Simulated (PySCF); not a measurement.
# SMILES Cc1cpcpc1F, C5H5FP2

Geometry:
```json
{"atom": "C1", "x (Å)": "-1.962", "y (Å)": "-0.078", "z (Å)": "0.091"}
{"atom": "C2", "x (Å)": "-0.462", "y (Å)": "-0.056", "z (Å)": "0.007"}
{"atom": "C3", "x (Å)": "0.228", "y (Å)": "-1.235", "z (Å)": "-0.213"}
{"atom": "P4", "x (Å)": "1.936", "y (Å)": "-1.501", "z (Å)": "-0.342"}
{"atom": "C5", "x (Å)": "2.596", "y (Å)": "0.081", "z (Å)": "-0.129"}
{"atom": "P6", "x (Å)": "1.852", "y (Å)": "1.613", "z (Å)": "0.152"}
{"atom": "C7", "x (Å)": "0.170", "y (Å)": "1.169", "z (Å)": "0.171"}
{"atom": "F8", "x (Å)": "-0.649", "y (Å)": "2.236", "z (Å)": "0.389"}
{"atom": "H9", "x (Å)": "-2.278", "y (Å)": "0.147", "z (Å)": "1.109"}
{"atom": "H10", "x (Å)": "-2.355", "y (Å)": "-1.050", "z (Å)": "-0.193"}
{"atom": "H11", "x (Å)": "-2.388", "y (Å)": "0.685", "z (Å)": "-0.559"}
{"atom": "H12", "x (Å)": "-0.372", "y (Å)": "-2.132", "z (Å)": "-0.323"}
{"atom": "H13", "x (Å)": "3.680", "y (Å)": "0.122", "z (Å)": "-0.180"}
```

Computed, not measured: GIAO KT3/pcSseg-1 magnetisability, rotational g tensor and spin-rotation constants, non-relativistic, gas phase in PySCF. Geometry: GFN2-xTB.

(1) Give the nuclear spin-rotation constants along the inertial axes (H = +C I·J) beside the isotropic shieldings.

(2) How do the rotational constants and the g tensor change when H9, H10, H11, H12, H13 are replaced by deuterium?

## Answers

(1) Rotational constants 2.0860, 1.4240, 0.8507 GHz. A star marks the isotopologue with that one atom substituted, in its own axes.
```
atom  isotope  Caa (kHz)  Cbb (kHz)  Ccc (kHz)  mean (kHz)  σ (ppm)
  P4      31P      5.203      3.715      0.907       3.275    129.4
  P6      31P      5.315      3.272      0.954       3.181    156.6
  F8      19F      3.721      2.690      0.538       2.316    222.2
  H9       1H     -0.144     -0.152      0.005      -0.097     28.9
 H10       1H     -0.209      0.038     -0.095      -0.089     29.7
 H11       1H     -0.081     -0.142     -0.023      -0.082     28.7
 H12       1H     -0.201      0.193     -0.088      -0.032     22.8
 H13       1H      0.125      0.009     -0.093       0.014     21.6
  C1     13C*      0.296      0.210      0.144       0.216    161.3
  C2     13C*      0.875      0.566      0.096       0.512     58.8
  C3     13C*      0.748      0.780      0.128       0.552     31.1
  C5     13C*      1.179      0.692      0.091       0.654      8.6
  C7     13C*      1.171      0.604      0.221       0.665    -10.8
```
For the geometry as given, no vibrational averaging.

(2) Constants 1.9030, 1.3267, 0.7893 GHz; g -0.0408, -0.0311, 0.0083, against -0.0431, -0.0344, 0.0090 before.
